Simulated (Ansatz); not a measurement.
`N#[C][Ga]([F])[F]` + NH₃ → `[NH2][Ga]([F])[F]` + `C#N` at 500 K and 1 bar (ligand exchange at a Ga–C bond).

Computed with Ansatz on PBE0-D4/def2-TZVP structures; ΔE is electronic, products minus reactants. CCSD(T)/CBS adds triple-zeta CCSD(T) − MP2 to the extrapolated MP2 energy (def2 sets, frozen cores). This one scheme is used for every species. For Ga outer-core shells are correlated without core-valence functions, which leaves a few kJ/mol of doubt a bond. Scalar relativity is left out up to krypton. One conformer a species, not always the lowest.

```tsv
species	CCSD(T)/CBS energy (Eh)	H − E (kJ/mol)	S (J/(mol·K))
`N#[C][Ga]([F])[F]`	-2216.34654	68.1	374.2
NH₃	-56.50880	108.2	211.8
`[NH2][Ga]([F])[F]`	-2179.54122	114.1	369.5
`C#N`	-93.32098	60.1	220.8
```

H − E and S are ideal-gas, rigid-rotor, harmonic terms from PBE0-D4/def2-TZVP, for one conformer and one mirror image of each species. 1 Eh = 2625.50 kJ/mol, R = 8.31446 J/(mol·K).

**Question.** By hand: ΔE, ΔH, ΔS and ΔG.

**Answer.** ΔE = (-2179.54122) + (-93.32098) − (-2216.34654) − (-56.50880) = -0.00686 Eh = -18.0 kJ/mol. Δ(H − E) = 114.1 + 60.1 − 68.1 − 108.2 = -2.1, so ΔH = -20.1 kJ/mol. ΔS = 369.5 + 220.8 − 374.2 − 211.8 = 4.3 J/(mol·K). ΔG = -20.1 − 500 × (4.3)/1000 = -22.2 kJ/mol.

**Question.** By hand: the equilibrium constant, and the temperature at which ΔG would vanish if ΔH and ΔS stayed fixed.

**Answer.** log₁₀ K = −ΔG/(RT ln 10) = 2.3. ΔH and −TΔS have one sign here, so there is no such temperature.

The number of gas molecules stays the same, so ΔS is small and ΔH decides. A doubt of 5 kJ/mol in ΔE shifts log₁₀ K by 0.5 here. Other conformers and mirror images would add mixing entropy, several J/(mol·K) or more a flexible species. These are equilibria of isolated gas molecules and say nothing of rates. Largest T1 diagnostic: 0.015 (customary marks: 0.02 for closed shells, 0.045 for open ones).

ΔS is within the doubt of such terms, so its sign, and with it that verdict, could turn.
